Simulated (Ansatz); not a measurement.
**Molecular dynamics of CH$_{2}$ClFOSi**

The input (input.yaml):

```yaml
crystal:
  periodic: [false, false, false]
  atoms:
    - { symbol: F, position_ang: [-1.391826, -1.552653, 0.987985] }
    - { symbol: Si, position_ang: [-0.807546, -0.009924, 0.964382] }
    - { symbol: O, position_ang: [1.109051, -0.230803, 0.130768] }
    - { symbol: C, position_ang: [0.157307, 0.216335, -0.69779] }
    - { symbol: Cl, position_ang: [0.387757, 1.862303, -1.352594] }
    - { symbol: H, position_ang: [0.739904, 0.136705, 1.423005] }
    - { symbol: H, position_ang: [-0.133447, -0.490063, -1.501555] }
basis:
  gaussian: { orbitals: cc-pVDZ }
hamiltonian:
  xc: lda
md:
  timestep: 0.5
  n_steps: 200
  ensemble: nve
  temperature: 300.0
  initial_velocities: maxwell_boltzmann
  seed: 9830
```

Run as:

```bash
$ ansatz run input.yaml --threads 2 --pin off --max-ram 3072MiB --backend cpu --events-out ev --progress --plain --runs-dir out
```

It starts at the highest image of a converged band, a first-order saddle point between two minima.

Output, in part (one step line in 7, the closing report, with atoms numbered from 0):

```
md step     0: t =     0.00 fs  T =   300.0 K  F+E_penalty+E_count = -26119.65769806 eV  E_kin = 0.193890 eV  conserved = -26119.46380806 eV  (28 SCF iters)
md step     7: t =     3.50 fs  T =   189.7 K  F+E_penalty+E_count = -26119.58573264 eV  E_kin = 0.122571 eV  conserved = -26119.46316154 eV  (32 SCF iters)
md step    14: t =     7.00 fs  T =   145.7 K  F+E_penalty+E_count = -26119.55740973 eV  E_kin = 0.094156 eV  conserved = -26119.46325325 eV  (32 SCF iters)
md step    21: t =    10.50 fs  T =   316.7 K  F+E_penalty+E_count = -26119.66809031 eV  E_kin = 0.204712 eV  conserved = -26119.46337861 eV  (31 SCF iters)
md step    28: t =    14.00 fs  T =   617.7 K  F+E_penalty+E_count = -26119.86361213 eV  E_kin = 0.399250 eV  conserved = -26119.46436252 eV  (29 SCF iters)
md step    35: t =    17.50 fs  T =   903.3 K  F+E_penalty+E_count = -26120.04921769 eV  E_kin = 0.583795 eV  conserved = -26119.46542261 eV  (31 SCF iters)
md step    42: t =    21.00 fs  T =   747.6 K  F+E_penalty+E_count = -26119.94615446 eV  E_kin = 0.483178 eV  conserved = -26119.46297638 eV  (29 SCF iters)
md step    49: t =    24.50 fs  T =   947.0 K  F+E_penalty+E_count = -26120.07699910 eV  E_kin = 0.612023 eV  conserved = -26119.46497643 eV  (29 SCF iters)
md step    56: t =    28.00 fs  T =  1025.5 K  F+E_penalty+E_count = -26120.12856123 eV  E_kin = 0.662757 eV  conserved = -26119.46580380 eV  (29 SCF iters)
md step    63: t =    31.50 fs  T =   801.7 K  F+E_penalty+E_count = -26119.98149332 eV  E_kin = 0.518138 eV  conserved = -26119.46335518 eV  (30 SCF iters)
md step    70: t =    35.00 fs  T =   671.0 K  F+E_penalty+E_count = -26119.89657818 eV  E_kin = 0.433682 eV  conserved = -26119.46289628 eV  (31 SCF iters)
md step    77: t =    38.50 fs  T =   646.8 K  F+E_penalty+E_count = -26119.88284878 eV  E_kin = 0.418009 eV  conserved = -26119.46484021 eV  (29 SCF iters)
md step    84: t =    42.00 fs  T =   635.8 K  F+E_penalty+E_count = -26119.87453841 eV  E_kin = 0.410896 eV  conserved = -26119.46364268 eV  (30 SCF iters)
md step    91: t =    45.50 fs  T =   780.7 K  F+E_penalty+E_count = -26119.96674962 eV  E_kin = 0.504572 eV  conserved = -26119.46217765 eV  (29 SCF iters)
md step    98: t =    49.00 fs  T =   733.5 K  F+E_penalty+E_count = -26119.93786118 eV  E_kin = 0.474071 eV  conserved = -26119.46379064 eV  (30 SCF iters)
md step   105: t =    52.50 fs  T =   550.3 K  F+E_penalty+E_count = -26119.82071330 eV  E_kin = 0.355686 eV  conserved = -26119.46502691 eV  (30 SCF iters)
md step   112: t =    56.00 fs  T =   587.5 K  F+E_penalty+E_count = -26119.84490185 eV  E_kin = 0.379730 eV  conserved = -26119.46517156 eV  (30 SCF iters)
md step   119: t =    59.50 fs  T =   681.0 K  F+E_penalty+E_count = -26119.90310482 eV  E_kin = 0.440141 eV  conserved = -26119.46296420 eV  (30 SCF iters)
md step   126: t =    63.00 fs  T =   918.7 K  F+E_penalty+E_count = -26120.05965770 eV  E_kin = 0.593781 eV  conserved = -26119.46587720 eV  (30 SCF iters)
md step   133: t =    66.50 fs  T =   736.6 K  F+E_penalty+E_count = -26119.94188904 eV  E_kin = 0.476059 eV  conserved = -26119.46582963 eV  (28 SCF iters)
md step   140: t =    70.00 fs  T =   531.0 K  F+E_penalty+E_count = -26119.80587880 eV  E_kin = 0.343173 eV  conserved = -26119.46270560 eV  (32 SCF iters)
md step   147: t =    73.50 fs  T =   734.4 K  F+E_penalty+E_count = -26119.93712637 eV  E_kin = 0.474655 eV  conserved = -26119.46247152 eV  (29 SCF iters)
md step   154: t =    77.00 fs  T =   761.3 K  F+E_penalty+E_count = -26119.95643680 eV  E_kin = 0.492025 eV  conserved = -26119.46441227 eV  (31 SCF iters)
md step   161: t =    80.50 fs  T =   678.4 K  F+E_penalty+E_count = -26119.90287465 eV  E_kin = 0.438475 eV  conserved = -26119.46439968 eV  (30 SCF iters)
md step   168: t =    84.00 fs  T =   724.9 K  F+E_penalty+E_count = -26119.93191612 eV  E_kin = 0.468497 eV  conserved = -26119.46341925 eV  (30 SCF iters)
md step   175: t =    87.50 fs  T =   673.5 K  F+E_penalty+E_count = -26119.89831190 eV  E_kin = 0.435310 eV  conserved = -26119.46300144 eV  (31 SCF iters)
md step   182: t =    91.00 fs  T =   773.0 K  F+E_penalty+E_count = -26119.96547202 eV  E_kin = 0.499614 eV  conserved = -26119.46585796 eV  (30 SCF iters)
md step   189: t =    94.50 fs  T =   750.9 K  F+E_penalty+E_count = -26119.95129376 eV  E_kin = 0.485305 eV  conserved = -26119.46598841 eV  (29 SCF iters)
md step   196: t =    98.00 fs  T =   575.7 K  F+E_penalty+E_count = -26119.83525871 eV  E_kin = 0.372097 eV  conserved = -26119.46316170 eV  (31 SCF iters)
md step   200: t =   100.00 fs  T =   685.7 K  F+E_penalty+E_count = -26119.90922666 eV  E_kin = 0.443158 eV  conserved = -26119.46606914 eV  (29 SCF iters)
Total energy: -26119.90925435 eV, -959.8889603871 hartree
Atom 0 at    -1.279693    -1.470849     0.668635 Å, force    -0.033036    -0.481670     0.439207 eV/Å
Atom 1 at    -0.860969     0.091713     1.098748 Å, force     0.969436    -0.011236    -1.506887 eV/Å
Atom 2 at     1.286930    -0.260854     0.279234 Å, force    -1.774914     0.505159    -0.822534 eV/Å
Atom 3 at     0.132404     0.210994    -0.655720 Å, force    -0.246353    -1.067050     1.203085 eV/Å
Atom 4 at     0.284335     1.794401    -1.336785 Å, force     0.716296     0.266668    -0.027569 eV/Å
Atom 5 at     1.063911    -1.231071     0.269622 Å, force     0.362848     0.145739    -0.007370 eV/Å
Atom 6 at     0.028234    -0.567305    -1.486616 Å, force     0.005723     0.642390     0.722068 eV/Å
Dipole moment:    -0.005148    -0.241911    -0.056024 e Å
```

All steps were run. The conserved energy stayed within 0.35 meV per atom of its start (net change -0.32 meV per atom), so the integration is sound. The system heated up, since it started high on the potential surface and ran downhill. A run of 0.1 ps of so small a system gives no equilibrium averages. The orbitals stay closed-shell, which can raise the energy where a bond breaks towards radicals; this wasn't checked here.

The step under study would form O3–H6 and break Si2–H6. These pairs go: O3–H6 1.39 → 1.00 Å, Si2–H6 1.62 → 2.48 Å. In the last frame they stand as after the step (other bonds may differ from the relaxed reactants and products). It ends as one piece, CH2ClFOSi. Pairs count as bonded within 1.25 times the sum of covalent radii (0.12 Å more for H–H).

Last frame:

```xyz
7
Properties=species:S:1:pos:R:3
F -1.280 -1.471 0.669
Si -0.861 0.092 1.099
O 1.287 -0.261 0.279
C 0.132 0.211 -0.656
Cl 0.284 1.794 -1.337
H 1.064 -1.231 0.270
H 0.028 -0.567 -1.487
```

The run took 3.2 min on 2 threads of Arm Neoverse V1, with other jobs on the host, peak memory 0.12 GiB.
